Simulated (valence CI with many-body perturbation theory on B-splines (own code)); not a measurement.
Ladder of approximations for Cd26+

Calculated by valence CI with perturbative core correlation (CI+MBPT): four valence electrons over a frozen Dirac-Fock core [Ar], radial functions for each j: 9 s, 9 p, 10 d, 8 f, 5 g, 3 h, 1 i, with the one-electron correlation potential Σ1 (screened to all orders), the two-electron term Σ2, the three-electron term Σ3, Breit, model QED; selected single and double excitations, second order for the rest (own B-spline code, finite nucleus).

No measured spectrum was set against this ion. As an estimate, large intervals hold to a few tenths of a per cent, small ones and those within an open d or f shell to about a per cent. Core correlation moves these levels by up to 9200 cm⁻¹, and in measured spectra 5 to 20 % of such shifts remained as error; rates that hang on mixing are uncertain with them. Only levels of the ground parity were solved; by the run's estimate the other parity begins above the list, which can be wrong where configurations are misplaced.

Each rung adds one term. CI alone is the Dirac-Coulomb CI over the frozen core; QED comes last and gives the full result, which names the levels. Energies are above 3d4 5D_0 [a] on the same rung, in eV.

Names give the largest LS component (configuration and term), which can be under half, so a name can repeat, a term be missing and a line seem to break the LS rules; names also repeat where a configuration has a term twice. Letters in brackets count levels of one name in rising energy.

| Level | CI alone | + Σ1 | + Σ2 | + Σ3 | + Breit | Full |
| --- | --- | --- | --- | --- | --- | --- |
| 3d4 5D_1 | 4.078 | 4.140 | 4.323 | 4.379 | 4.103 | 4.125 |
| 3d4 5D_2 | 7.315 | 7.411 | 7.650 | 7.709 | 7.212 | 7.246 |
| 3d4 5D_3 | 9.613 | 9.722 | 9.955 | 9.998 | 9.365 | 9.402 |
| 3d4 5D_4 | 10.706 | 10.800 | 10.990 | 10.980 | 10.276 | 10.307 |
| 3d4 5D_0 [b] | 14.914 | 15.030 | 15.073 | 15.000 | 14.598 | 14.635 |
| 3d4 3H_4 | 16.007 | 16.124 | 16.416 | 16.374 | 15.660 | 15.697 |
| 3d4 3G_3 | 18.833 | 18.950 | 18.970 | 18.923 | 18.370 | 18.406 |
| 3d4 3F_2 [a] | 19.314 | 19.426 | 19.315 | 19.352 | 18.871 | 18.905 |
| 3d4 3H_5 | 19.940 | 20.077 | 20.385 | 20.362 | 19.434 | 19.477 |
| 3d4 3P_1 [a] | 20.236 | 20.380 | 20.303 | 20.372 | 19.792 | 19.837 |
| 3d4 3H_6 | 21.547 | 21.691 | 22.097 | 22.054 | 20.885 | 20.930 |
| 3d4 3G_4 | 23.639 | 23.793 | 23.883 | 23.765 | 22.865 | 22.912 |
| 3d4 3D_2 | 24.455 | 24.606 | 24.307 | 24.327 | 23.589 | 23.635 |
| 3d4 3D_3 | 25.564 | 25.707 | 25.346 | 25.295 | 24.573 | 24.615 |
| 3d4 3F_4 [a] | 25.304 | 25.488 | 25.676 | 25.603 | 24.647 | 24.707 |
| 3d4 3F_3 [a] | 27.740 | 27.934 | 27.971 | 27.900 | 27.055 | 27.117 |
| 3d4 3P_2 [a] | 28.913 | 29.090 | 28.965 | 29.014 | 28.252 | 28.307 |
| 3d4 3G_5 | 29.566 | 29.780 | 30.024 | 29.968 | 28.726 | 28.794 |
| 3d4 3D_1 | 30.842 | 31.042 | 30.776 | 30.637 | 29.874 | 29.937 |
| 3d4 1I_6 | 30.682 | 30.893 | 31.404 | 31.322 | 29.963 | 30.030 |
| 3d4 1S_0 [a] | 34.672 | 34.887 | 34.623 | 34.150 | 33.268 | 33.335 |
| 3d4 3F_4 [b] | 34.409 | 34.610 | 34.410 | 34.322 | 33.377 | 33.437 |
| 3d4 3P_2 [b] | 35.195 | 35.398 | 34.911 | 35.062 | 34.253 | 34.313 |
| 3d4 1F_3 | 36.866 | 37.077 | 36.678 | 36.660 | 35.683 | 35.746 |
| 3d4 3P_2 [c] | 38.659 | 38.843 | 38.270 | 38.296 | 37.593 | 37.646 |
| 3d4 3F_4 [c] | 41.334 | 41.577 | 41.609 | 41.496 | 40.426 | 40.501 |
| 3d4 3F_3 [b] | 43.487 | 43.718 | 43.264 | 43.292 | 42.362 | 42.430 |
| 3d4 3F_2 [b] | 43.499 | 43.750 | 43.287 | 43.388 | 42.394 | 42.470 |
| 3d4 3P_1 [b] | 44.096 | 44.325 | 43.599 | 43.706 | 42.957 | 43.024 |
| 3d4 1G_4 | 46.187 | 46.418 | 45.969 | 46.027 | 44.985 | 45.052 |
| 3d4 3P_0 | 46.332 | 46.568 | 45.753 | 45.739 | 45.000 | 45.067 |

Problem. How does the ionisation energy move along the ladder, and which term matters most?

Solution. CI alone 1391.5, + Σ1 1394.0, + Σ2 1401.5, + Σ3 1401.5, + Breit 1400.8, + QED 1400.9 eV. The largest step is Σ2, 7.5 eV. NIST lists 1401 ± 4 eV (theoretical).
